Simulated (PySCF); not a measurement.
**Telling isomers of C₅H₉NO apart by NMR**

No relativistic terms, single conformer, isolated molecule, rapidly exchanging positions averaged. Shieldings: GIAO PBE0/pcSseg-1; GFN2-xTB structure; PySCF 2.14.0 with density-fitted response routines.

Referencing at the same level of theory: 1H, 13C vs TMS. Where no couplings were computed, multiplicities follow the n + 1 count of equivalent neighbours, and m marks all less simple cases (inequivalent or close neighbours, rings, F or P nearby). Acid and N–H amide carbonyl carbons lie up to 10 ppm further downfield in solution (hydrogen bonding). Shifts are as computed. Against solution values, carbons near 30 ppm lie about +3 ppm off and those near 130 ppm about +5 ppm. Of 1211 compounds with measured shifts, 218 miss one by over three times the rms of a fit or turn the order of signals round; such compounds aren't used in these exercises. Groups on amide-type nitrogens are kept apart (slow C–N rotation). OH and NH positions are gas-phase values without hydrogen bonding to other molecules.

(1) Tabulate the signals of `CC(C)(C)N=C=O`, `C=CC(=O)CCN`, `CC/C=C/C(N)=O` and their relative energies.

(2) What is the quickest way to tell C=CC(=O)CCN from CC/C=C/C(N)=O?

(3) What is the quickest way to tell CC(C)(C)N=C=O from C=CC(=O)CCN?

(4) What is the quickest way to tell CC(C)(C)N=C=O from CC/C=C/C(N)=O?

## Answers

(1) 
```tsv
SMILES	carbon types	δC	δH	E rel. (kcal/mol)
CC(C)(C)N=C=O	2×C 3×CH3	122.8, 52.1, 34.3	1.36 (s, 9H)	0.0
C=CC(=O)CCN	1×C 1×CH 3×CH2	201.5, 140.6, 137.0, 58.1, 43.0	6.94 (m, 1H), 6.58 (m, 1H), 5.98 (m, 1H), 3.13 (t, 2H), 2.42 (t, 2H), 0.26 (br s, 2H)	29.8
CC/C=C/C(N)=O	1×C 2×CH 1×CH2 1×CH3	165.9, 159.6, 126.4, 32.0, 16.4	7.33 (m, 1H), 5.59 (d, 1H), 4.67 (br, 1H), 4.46 (br, 1H), 2.26 (m, 2H), 1.13 (t, 3H)	4.8
```

Energies are electronic energies at PBE0/pcSseg-1 on these geometries, without zero-point or thermal terms, each for the one conformer computed, which needn't be the lowest.

(2) Both give the same number of carbon signals, but DEPT or the intensities differ. The first has a β carbon of a C=C–C=O unit (CH2) at 137.0 ppm, the second a methyl carbon (CH3) at 16.4 ppm. Their most deshielded carbons lie at 201.5 and 165.9 ppm.

(3) Count the carbon signals: 3 against 5. The first has a central carbon of a heterocumulene (C) at 122.8 ppm, the second a ketone carbonyl carbon (C) at 201.5 ppm. In the proton spectra the most deshielded non-exchanging signals are 1.36 (s, 9H) and 6.94 (m, 1H).

(4) Count the carbon signals: 3 against 5. The first has a fully substituted sp3 carbon bonded to N (C) at 52.1 ppm, the second a β carbon of a C=C–C=O unit (CH) at 159.6 ppm. Their most deshielded carbons lie at 122.8 and 165.9 ppm. In the proton spectra the most deshielded non-exchanging signals are 1.36 (s, 9H) and 7.33 (m, 1H).
